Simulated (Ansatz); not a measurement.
System: sum formula GeBrCl$_{2}$, net charge 0, doublet state. It need not be the lowest isomer of its formula. 
Coordinates optimised at B3LYP-D3(BJ)/def2-TZVP (Ansatz, an electronic-structure program):
```
Ge
Cl 1 2.1764
Cl 1 2.1764 2 107.77
Br 1 2.3403 2 109.24 3 118.58
```
Charge 0, spin multiplicity 2.

Parts of the frozen-core correlation energy in def2-SVP (Ansatz, hartree). Frozen orbitals: 38; correlated occupied orbitals by spin: 13 and 12; virtual: 49 and 50. UHF or UKS for open shells. No spin-orbit coupling. Non-relativistic.

| term | value |
|---|---|
| reference (HF) | -5566.02298 |
| MP2 opposite-spin | … |
| MP2 same-spin | … |
| CCSD correlation | … |
| (T) | -0.01296 |
| T1 diagnostic | 0.014 |
| largest doubles amplitude | 0.031 |
| <S^2> of the reference | 0.762 |

Complete the blanks.


- MP2 opposite-spin, value: -0.32898
- MP2 same-spin, value: -0.12395
- CCSD correlation, value: -0.49101
